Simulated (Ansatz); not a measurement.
An input meant for the cluster Al₄⁺ (charge 1, doublet).

```yaml
crystal:
  periodic: [false, false, false]
  atoms:
    - {symbol: Al, position_ang: [-1.049406, 1.519457, 1.315394]}
    - {symbol: Al, position_ang: [1.184999, 0.433950, 0.443720]}
    - {symbol: Al, position_ang: [-1.184944, -0.432933, -0.444861]}
    - {symbol: Al, position_ang: [1.049351, -1.520475, -1.314263]}
basis:
  gaussian: {orbitals: cc-pVTZ, final_grid: {core_spheres: 20, valence_spheres: 16, degree: 47}}
total_charge: 1
magnetization: {spin_polarized: true, initial_magnetization: 2}
hamiltonian: {xc: {name: r2SCAN}, dispersion: d3bjatm}
scf: {lower_state_search: off}
output: {forces: true}
```

```sh
$ ansatz run in.yaml --threads 4 --pin off --events-out ev --progress --plain --max-ram 3916MiB
```

Output, abridged:

```
Error: a molecule whose nuclei and cores have a total charge of 52 cannot have a net charge of 1 together with 2 unpaired electrons
```

In this input the number of unpaired electrons doesn't fit the electron count. The program refused the input.
